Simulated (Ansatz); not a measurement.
`[GeH3][GeH2][GeH2][GeH3]`. Total charge 0; spin multiplicity 1. Correlated methods include outer-core shells of Ge, which these sets cover unevenly. Scalar relativity is left out up to krypton.

```csv
atom,x (Å),y (Å),z (Å)
Ge1,-1.0263,-1.4473,1.6382
Ge2,-0.3564,-1.5098,-0.6895
Ge3,1.2370,0.2642,-1.1325
Ge4,0.3759,2.3674,-0.2923
H5,-1.7439,-0.1195,1.9327
H6,0.2125,-1.5420,2.5442
H7,-1.9765,-2.6076,1.9768
H8,0.2555,-2.8818,-1.0289
H9,-1.5972,-1.3084,-1.5797
H10,1.5187,0.3716,-2.6428
H11,2.5649,-0.0599,-0.4223
H12,-1.0027,2.6548,-0.9097
H13,0.2173,2.2862,1.2352
H14,1.3212,3.5321,-0.6293
```

**Question.** Give the diagnostics of a CCSD(T)/def2-TZVPP run (frozen core, Ansatz 0.2.0). (Estimate.)

**Answer.** Computed: T1 = 0.0116, largest single amplitude 0.022, largest double 0.025, (T) share of the correlation energy 3.4 %, 8 CCSD cycles. The RHF solution is stable towards an unrestricted one. T1 lies under the customary mark of 0.02 for closed shells.
